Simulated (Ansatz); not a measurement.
Born–Oppenheimer molecular dynamics of a periodic cell of 17 atoms, Ba16B (host Ba, host structure bcc, interstitial B). It starts from a partly relaxed structure (largest force component 0.08 eV/Å).

Level of theory: Ansatz, DFT PBE-D3(BJ), scalar-relativistic, plane waves, PAW. Settings: accuracy low, cutoff 420 eV, k mesh 1x1x1, fermi-dirac smearing 0.15 eV, no spin polarisation.

```yaml
ensemble: NVT, Langevin thermostat
time_step: 1 fs
steps_asked: 300
set_temperature: 900 K
friction: 0.05 /fs
seed: 685208
```

Frames 5 fs apart, positions in Å, forces in eV/Å.

Velocities at 130 fs (Å/ps):

```
Ba 1.06 0.17 -3.64
Ba -4.23 -0.45 1.72
Ba -2.53 -0.72 1.83
Ba -0.78 1.07 -3.23
Ba -1.47 -1.62 -4.53
Ba 2.92 -2.63 -1.99
Ba -0.54 -0.70 2.91
Ba 0.74 -1.69 -3.68
Ba -2.58 0.48 -2.12
Ba -0.76 -0.24 4.03
Ba 2.02 -0.44 1.11
Ba 2.81 -0.85 -1.85
Ba -2.07 0.96 4.12
Ba 4.20 -1.88 0.92
Ba -0.21 -3.19 -0.31
Ba 3.83 1.52 0.48
B -17.20 -10.30 -0.54
```

```xyz
17
Lattice="10.0400 0.0000 0.0000 0.0000 10.0400 0.0000 0.0000 0.0000 10.0400" Properties=species:S:1:pos:R:3:forces:R:3 time_fs=130 energy_less_start_eV=1.005 T=900
Ba -0.096 -0.063 0.096 0.11 0.32 -0.07
Ba 5.011 0.131 -0.053 0.08 -0.36 0.18
Ba -0.069 4.938 0.309 -0.14 0.00 -0.58
Ba -0.158 0.116 4.894 0.01 0.07 -0.11
Ba 2.560 2.624 2.399 0.00 -0.18 0.41
Ba 5.239 4.830 -0.069 -0.17 0.59 0.10
Ba 5.033 0.044 4.825 -0.37 -0.01 0.10
Ba 7.282 2.564 2.292 0.42 -0.08 0.36
Ba -0.231 5.037 5.063 0.18 -0.06 0.03
Ba 2.357 7.457 2.643 0.31 0.28 0.09
Ba 2.692 2.504 7.713 -0.41 -0.33 -0.74
Ba 5.372 5.318 5.040 -0.38 -0.38 -0.02
Ba 7.606 7.503 2.443 -0.28 0.14 -0.11
Ba 7.446 2.428 7.398 0.17 0.22 0.36
Ba 2.542 7.483 7.685 -0.10 0.34 -0.31
Ba 7.552 7.780 7.742 0.01 -0.43 -0.21
B 2.335 -0.244 5.775 0.54 -0.13 0.50
17
Lattice="10.0400 0.0000 0.0000 0.0000 10.0400 0.0000 0.0000 0.0000 10.0400" Properties=species:S:1:pos:R:3:forces:R:3 time_fs=135 energy_less_start_eV=1.085 T=823
Ba -0.089 -0.053 0.081 0.11 0.30 -0.04
Ba 4.996 0.134 -0.045 0.12 -0.39 0.16
Ba -0.080 4.932 0.328 -0.11 0.02 -0.61
Ba -0.167 0.116 4.877 -0.10 0.12 -0.13
Ba 2.560 2.614 2.376 0.00 -0.17 0.45
Ba 5.248 4.812 -0.077 -0.17 0.62 0.12
Ba 5.031 0.037 4.830 -0.43 0.01 0.13
Ba 7.288 2.560 2.277 0.40 -0.10 0.40
Ba -0.246 5.034 5.050 0.22 -0.07 0.05
Ba 2.352 7.455 2.663 0.31 0.30 0.09
Ba 2.705 2.495 7.718 -0.44 -0.31 -0.76
Ba 5.381 5.312 5.035 -0.39 -0.39 -0.01
Ba 7.600 7.514 2.462 -0.27 0.14 -0.17
Ba 7.464 2.423 7.400 0.14 0.22 0.36
Ba 2.546 7.470 7.682 -0.12 0.32 -0.29
Ba 7.563 7.783 7.748 0.00 -0.43 -0.21
B 2.281 -0.313 5.744 0.73 -0.19 0.48
17
Lattice="10.0400 0.0000 0.0000 0.0000 10.0400 0.0000 0.0000 0.0000 10.0400" Properties=species:S:1:pos:R:3:forces:R:3 time_fs=140 energy_less_start_eV=1.140 T=890
Ba -0.083 -0.036 0.070 0.10 0.26 -0.03
Ba 4.992 0.137 -0.038 0.14 -0.40 0.14
Ba -0.087 4.925 0.351 -0.10 0.04 -0.65
Ba -0.176 0.116 4.857 -0.12 0.16 -0.12
Ba 2.561 2.612 2.355 0.01 -0.17 0.48
Ba 5.247 4.800 -0.086 -0.15 0.64 0.13
Ba 5.034 0.030 4.837 -0.47 0.03 0.14
Ba 7.287 2.556 2.264 0.39 -0.11 0.42
Ba -0.254 5.025 5.029 0.23 -0.07 0.07
Ba 2.348 7.456 2.678 0.31 0.33 0.10
Ba 2.701 2.489 7.721 -0.44 -0.28 -0.77
Ba 5.386 5.304 5.031 -0.39 -0.40 -0.01
Ba 7.598 7.532 2.481 -0.27 0.12 -0.22
Ba 7.474 2.425 7.400 0.12 0.20 0.35
Ba 2.561 7.451 7.670 -0.15 0.32 -0.27
Ba 7.579 7.780 7.748 -0.01 -0.42 -0.21
B 2.256 -0.373 5.707 0.80 -0.24 0.45
17
Lattice="10.0400 0.0000 0.0000 0.0000 10.0400 0.0000 0.0000 0.0000 10.0400" Properties=species:S:1:pos:R:3:forces:R:3 time_fs=145 energy_less_start_eV=1.177 T=860
Ba -0.076 -0.015 0.052 0.09 0.21 0.00
Ba 4.988 0.127 -0.040 0.15 -0.39 0.13
Ba -0.089 4.916 0.368 -0.10 0.06 -0.69
Ba -0.180 0.119 4.838 -0.12 0.19 -0.11
Ba 2.561 2.604 2.341 0.02 -0.17 0.49
Ba 5.247 4.791 -0.097 -0.15 0.66 0.14
Ba 5.034 0.032 4.838 -0.46 0.03 0.14
Ba 7.272 2.556 2.245 0.40 -0.13 0.45
Ba -0.265 5.029 4.998 0.25 -0.09 0.11
Ba 2.351 7.450 2.681 0.31 0.36 0.11
Ba 2.692 2.475 7.713 -0.43 -0.25 -0.77
Ba 5.400 5.297 5.024 -0.41 -0.40 0.00
Ba 7.596 7.543 2.496 -0.27 0.12 -0.29
Ba 7.483 2.427 7.398 0.11 0.20 0.35
Ba 2.567 7.433 7.661 -0.17 0.33 -0.28
Ba 7.592 7.772 7.744 -0.02 -0.41 -0.20
B 2.251 -0.421 5.656 0.80 -0.30 0.42
17
Lattice="10.0400 0.0000 0.0000 0.0000 10.0400 0.0000 0.0000 0.0000 10.0400" Properties=species:S:1:pos:R:3:forces:R:3 time_fs=150 energy_less_start_eV=1.180 T=537
Ba -0.070 -0.001 0.031 0.07 0.17 0.04
Ba 4.989 0.114 -0.042 0.15 -0.38 0.11
Ba -0.086 4.911 0.376 -0.12 0.07 -0.71
Ba -0.180 0.130 4.834 -0.02 0.18 -0.08
Ba 2.556 2.597 2.325 0.03 -0.18 0.50
Ba 5.249 4.780 -0.102 -0.16 0.68 0.12
Ba 5.025 0.030 4.844 -0.39 0.04 0.11
Ba 7.253 2.555 2.225 0.44 -0.15 0.48
Ba -0.271 5.034 4.981 0.26 -0.11 0.13
Ba 2.350 7.441 2.676 0.31 0.39 0.13
Ba 2.685 2.463 7.706 -0.40 -0.22 -0.76
Ba 5.407 5.286 5.007 -0.43 -0.39 0.02
Ba 7.591 7.550 2.507 -0.26 0.12 -0.34
Ba 7.491 2.429 7.397 0.10 0.19 0.34
Ba 2.577 7.423 7.649 -0.18 0.32 -0.28
Ba 7.612 7.771 7.738 -0.04 -0.41 -0.20
B 2.284 -0.457 5.613 0.63 -0.33 0.38
17
Lattice="10.0400 0.0000 0.0000 0.0000 10.0400 0.0000 0.0000 0.0000 10.0400" Properties=species:S:1:pos:R:3:forces:R:3 time_fs=155 energy_less_start_eV=1.169 T=576
Ba -0.063 0.009 0.015 0.06 0.14 0.06
Ba 4.994 0.093 -0.039 0.13 -0.35 0.10
Ba -0.086 4.916 0.383 -0.13 0.06 -0.72
Ba -0.175 0.140 4.835 0.04 0.16 -0.06
Ba 2.550 2.593 2.311 0.04 -0.18 0.51
Ba 5.254 4.766 -0.101 -0.17 0.71 0.10
Ba 5.020 0.025 4.858 -0.37 0.05 0.09
Ba 7.237 2.548 2.215 0.48 -0.16 0.50
Ba -0.269 5.034 4.977 0.25 -0.11 0.13
Ba 2.349 7.436 2.661 0.32 0.40 0.15
Ba 2.682 2.462 7.702 -0.39 -0.22 -0.75
Ba 5.412 5.279 4.996 -0.44 -0.40 0.04
Ba 7.583 7.555 2.510 -0.23 0.12 -0.35
Ba 7.497 2.422 7.413 0.09 0.20 0.31
Ba 2.593 7.420 7.633 -0.19 0.28 -0.23
Ba 7.621 7.778 7.725 -0.04 -0.42 -0.19
B 2.297 -0.490 5.629 0.54 -0.29 0.32
17
Lattice="10.0400 0.0000 0.0000 0.0000 10.0400 0.0000 0.0000 0.0000 10.0400" Properties=species:S:1:pos:R:3:forces:R:3 time_fs=160 energy_less_start_eV=1.164 T=650
Ba -0.054 0.020 0.004 0.04 0.11 0.07
Ba 4.997 0.080 -0.029 0.12 -0.34 0.07
Ba -0.083 4.919 0.392 -0.14 0.05 -0.75
Ba -0.166 0.156 4.830 0.10 0.14 -0.03
Ba 2.530 2.583 2.298 0.09 -0.16 0.51
Ba 5.260 4.762 -0.097 -0.19 0.72 0.09
Ba 5.020 0.023 4.869 -0.38 0.03 0.09
Ba 7.217 2.545 2.208 0.52 -0.18 0.52
Ba -0.267 5.024 4.970 0.26 -0.10 0.13
Ba 2.344 7.429 2.649 0.34 0.41 0.19
Ba 2.679 2.460 7.700 -0.37 -0.21 -0.72
Ba 5.421 5.275 4.992 -0.46 -0.40 0.04
Ba 7.584 7.550 2.516 -0.22 0.15 -0.36
Ba 7.501 2.418 7.424 0.08 0.21 0.29
Ba 2.602 7.418 7.614 -0.18 0.19 -0.13
Ba 7.636 7.782 7.709 -0.04 -0.42 -0.17
B 2.305 -0.567 5.646 0.45 -0.20 0.17
17
Lattice="10.0400 0.0000 0.0000 0.0000 10.0400 0.0000 0.0000 0.0000 10.0400" Properties=species:S:1:pos:R:3:forces:R:3 time_fs=165 energy_less_start_eV=1.171 T=573
Ba -0.050 0.028 -0.001 0.04 0.10 0.07
Ba 4.992 0.069 -0.017 0.12 -0.33 0.04
Ba -0.076 4.913 0.400 -0.16 0.05 -0.77
Ba -0.165 0.166 4.821 0.19 0.10 0.02
Ba 2.522 2.569 2.287 0.11 -0.15 0.52
Ba 5.261 4.755 -0.090 -0.20 0.74 0.07
Ba 5.012 0.020 4.884 -0.34 0.03 0.06
Ba 7.204 2.539 2.201 0.55 -0.19 0.54
Ba -0.258 5.013 4.959 0.24 -0.10 0.14
Ba 2.335 7.424 2.636 0.36 0.42 0.22
Ba 2.675 2.456 7.697 -0.35 -0.20 -0.71
Ba 5.429 5.274 4.982 -0.47 -0.40 0.05
Ba 7.594 7.546 2.514 -0.23 0.16 -0.36
Ba 7.504 2.423 7.435 0.07 0.20 0.27
Ba 2.603 7.412 7.597 -0.17 0.11 -0.04
Ba 7.646 7.799 7.694 -0.04 -0.44 -0.15
B 2.325 -0.620 5.657 0.30 -0.10 0.04
17
Lattice="10.0400 0.0000 0.0000 0.0000 10.0400 0.0000 0.0000 0.0000 10.0400" Properties=species:S:1:pos:R:3:forces:R:3 time_fs=170 energy_less_start_eV=1.191 T=644
Ba -0.045 0.029 -0.005 0.03 0.10 0.08
Ba 4.982 0.061 -0.003 0.12 -0.34 0.01
Ba -0.073 4.898 0.400 -0.16 0.06 -0.77
Ba -0.166 0.179 4.808 0.30 0.05 0.07
Ba 2.522 2.553 2.272 0.11 -0.12 0.54
Ba 5.263 4.749 -0.093 -0.21 0.75 0.08
Ba 5.006 0.025 4.896 -0.27 0.03 0.04
Ba 7.195 2.526 2.198 0.56 -0.18 0.54
Ba -0.247 5.002 4.942 0.22 -0.09 0.15
Ba 2.333 7.424 2.630 0.36 0.41 0.21
Ba 2.677 2.445 7.700 -0.35 -0.20 -0.72
Ba 5.433 5.281 4.966 -0.47 -0.42 0.07
Ba 7.601 7.537 2.507 -0.23 0.19 -0.36
Ba 7.502 2.430 7.448 0.08 0.18 0.24
Ba 2.603 7.405 7.583 -0.16 0.07 0.01
Ba 7.651 7.825 7.690 -0.04 -0.49 -0.16
B 2.362 -0.625 5.681 0.11 -0.01 -0.02
17
Lattice="10.0400 0.0000 0.0000 0.0000 10.0400 0.0000 0.0000 0.0000 10.0400" Properties=species:S:1:pos:R:3:forces:R:3 time_fs=175 energy_less_start_eV=1.222 T=846
Ba -0.045 0.017 -0.010 0.04 0.11 0.10
Ba 4.984 0.052 0.017 0.10 -0.35 -0.04
Ba -0.067 4.881 0.394 -0.18 0.08 -0.77
Ba -0.174 0.196 4.800 0.37 0.00 0.08
Ba 2.519 2.541 2.263 0.11 -0.12 0.55
Ba 5.269 4.746 -0.101 -0.23 0.75 0.09
Ba 5.006 0.035 4.904 -0.23 0.03 0.01
Ba 7.181 2.513 2.197 0.59 -0.15 0.53
Ba -0.245 4.989 4.927 0.20 -0.10 0.17
Ba 2.321 7.409 2.632 0.38 0.42 0.18
Ba 2.670 2.435 7.701 -0.33 -0.22 -0.73
Ba 5.433 5.285 4.958 -0.47 -0.44 0.09
Ba 7.607 7.519 2.502 -0.23 0.22 -0.35
Ba 7.510 2.434 7.460 0.07 0.17 0.23
Ba 2.602 7.393 7.577 -0.15 0.13 -0.02
Ba 7.655 7.841 7.687 -0.04 -0.53 -0.17
B 2.388 -0.573 5.706 -0.01 -0.01 0.05
17
Lattice="10.0400 0.0000 0.0000 0.0000 10.0400 0.0000 0.0000 0.0000 10.0400" Properties=species:S:1:pos:R:3:forces:R:3 time_fs=180 energy_less_start_eV=1.245 T=949
Ba -0.044 0.001 -0.004 0.04 0.11 0.10
Ba 4.986 0.041 0.030 0.08 -0.36 -0.06
Ba -0.059 4.859 0.387 -0.20 0.10 -0.76
Ba -0.181 0.206 4.782 0.38 -0.02 0.08
Ba 2.518 2.529 2.258 0.11 -0.12 0.58
Ba 5.267 4.740 -0.112 -0.22 0.74 0.12
Ba 5.005 0.040 4.903 -0.21 0.03 0.00
Ba 7.173 2.490 2.207 0.60 -0.09 0.50
Ba -0.236 4.984 4.925 0.16 -0.11 0.18
Ba 2.303 7.388 2.638 0.40 0.43 0.13
Ba 2.658 2.420 7.709 -0.31 -0.23 -0.76
Ba 5.418 5.287 4.960 -0.43 -0.46 0.09
Ba 7.602 7.503 2.492 -0.22 0.22 -0.33
Ba 7.514 2.437 7.465 0.07 0.16 0.22
Ba 2.598 7.374 7.577 -0.16 0.27 -0.10
Ba 7.649 7.856 7.696 -0.03 -0.57 -0.19
B 2.393 -0.491 5.712 -0.05 -0.10 0.21
17
Lattice="10.0400 0.0000 0.0000 0.0000 10.0400 0.0000 0.0000 0.0000 10.0400" Properties=species:S:1:pos:R:3:forces:R:3 time_fs=185 energy_less_start_eV=1.249 T=1263
Ba -0.034 -0.015 0.011 0.02 0.11 0.08
Ba 4.995 0.046 0.050 0.04 -0.39 -0.11
Ba -0.066 4.832 0.375 -0.19 0.14 -0.72
Ba -0.191 0.209 4.757 0.38 -0.04 0.10
Ba 2.527 2.515 2.260 0.10 -0.09 0.59
Ba 5.279 4.737 -0.121 -0.26 0.72 0.14
Ba 5.002 0.058 4.898 -0.22 0.01 0.02
Ba 7.177 2.469 2.208 0.59 -0.03 0.50
Ba -0.233 4.981 4.926 0.12 -0.12 0.17
Ba 2.288 7.382 2.643 0.41 0.42 0.10
Ba 2.640 2.394 7.709 -0.27 -0.23 -0.77
Ba 5.386 5.295 4.964 -0.37 -0.49 0.08
Ba 7.585 7.497 2.490 -0.20 0.21 -0.32
Ba 7.520 2.440 7.478 0.07 0.13 0.18
Ba 2.600 7.340 7.566 -0.18 0.40 -0.12
Ba 7.639 7.865 7.702 -0.02 -0.58 -0.21
B 2.384 -0.440 5.706 -0.03 -0.16 0.29
```

Of the whole run (300 fs, mean temperature of the second half 818 K): A run of 0.3 ps of so small a system gives no equilibrium averages. Limits of this set-up: coarse k mesh, odd electron count without spin, a small cell, in which the defect meets its images, low accuracy level.

The run took 11 min on 2 threads of Intel(R) Xeon(R) Platinum 8488C (Sapphire Rapids), with other jobs on the host, peak memory 0.91 GiB.
